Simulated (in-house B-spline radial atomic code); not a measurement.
Response and correlation of the gallium ion Ga²¹⁺

Closed shell [He] 2s2 2p6. Computed with an all-electron radial atomic-structure program (B-spline basis): Dirac-Hartree-Fock, relativistic RPA (time-dependent Dirac-Hartree-Fock) for the response and second-order many-body perturbation theory for correlation, no-pair Dirac-Coulomb Hamiltonian, finite nucleus.

Command:
```bash
python run_mb.py task.json out
```
Settings (nuclear radius in fm, box in bohr, cutoff in hartree):
```
basis_form          2
Z                   31
core_configuration  [He] 2s2 2p6
rms_radius          3.9973
mass_number         69
speed_of_light      137.036
box_radius          3.796
lmax                7
intervals           59
virtual_cutoff      24025.0
```

Time taken, with all properties: 1.2 s on 1 thread of Intel(R) Xeon(R) Platinum 8488C, on a shared host.

| multipole (bohr³, bohr⁵, bohr⁷) | uncoupled | coupled RPA |
| --- | --- | --- |
| dipole | 0.0023942 | ? |
| quadrupole | 0.00016262 | 0.00017005 |
| octupole | 1.7056e-05 | 1.7826e-05 |

(1) What is the coupled dipole polarisability?

(2) Which subshells carry the dipole polarisability?

(3) What does the dipole shielding factor come to?

Dipole polarisability at imaginary frequency:

```csv
u (Eh),α(iu) (bohr³)
0,0.002419
2.06,0.002415
5.16,0.002394
10.3,0.002325
15.5,0.002218
20.6,0.002087
31,0.001786
41.3,0.001496
51.6,0.001244
72.2,0.0008693
103,0.0005413
155,0.0002862
206,0.0001765
310,8.501e-05
516,3.305e-05
1030,8.839e-06
```

(4) What dispersion coefficients follow for two such ions (the dispersion part alone)?

Lowest J = 1 odd-parity excitations:

| energy (eV) | oscillator strength | leading channel | weight |
| --- | --- | --- | --- |
| 1146.1 | 0.13 | 2p3/2 → s1/2 | 0.993 |
| 1173.7 | 0.0901 | 2p1/2 → s1/2 | 0.992 |
| 1246.4 | 0.0103 | 2p3/2 → d3/2 | 0.781 |
| 1262.3 | 1.1 | 2p3/2 → d5/2 | 0.686 |
| 1289.1 | 2.07 | 2p1/2 → d3/2 | 0.891 |
| 1369.5 | 0.0608 | 2s1/2 → p1/2 | 0.957 |
| 1378 | 0.295 | 2s1/2 → p3/2 | 0.959 |
| 1546.6 | 0.0242 | 2p3/2 → s1/2 | 0.998 |

Second-order correlation energy by the highest angular momentum of the excited pair (hartree): s -0.01885, p -0.1332, d -0.1776, f -0.04862, g -0.01892, h -0.007146, i -0.003277, k -0.001703.

(5) What is the second-order correlation energy at the partial-wave limit?

## Answers

(1) 0.0024186 atomic units, +1 % against the uncoupled value.

(2) 2p3/2 58.6 %, 2p1/2 27.5 %, 2s1/2 13.7 %.

(3) The dipole shielding factor is 0.323, against the exact N/Z = 10/31 = 0.323 of the non-relativistic theorem.

(4) C6 = (3/π)∫α(iu)²du = 0.0002352 hartree·bohr⁶ and C8 = 8.661e-05 hartree·bohr⁸.

(5) The listed waves sum to -0.40928 hartree; extrapolating the increments as (l + 1/2)⁻⁴ gives -0.41276 hartree, -1.12 eV per electron.
